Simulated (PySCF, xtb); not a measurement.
PbI2, SMILES [I][Pb][I] (connectivity only; charge and spin as stated), neutral, multiplicity 1.

GFN2-xTB (xtb) at its own geometry gives an orbital gap of 2.91 eV and a dipole moment of 8.36 D.

Geometry: PBE0-D3(BJ)/def2-SVP. The isomer is the one that the SMILES or the coordinates give; other isomers of the formula were not compared. The def2 effective core potentials stand for the cores of I, Pb; spin–orbit coupling is left out.

Q: What does B3LYP/def2-TZVPD in PySCF give? (The exact figures need the calculation; the answer reports its results.)

A: gap 3.47 eV (levels -7.01 and -3.54 eV), dipole 3.67 D.
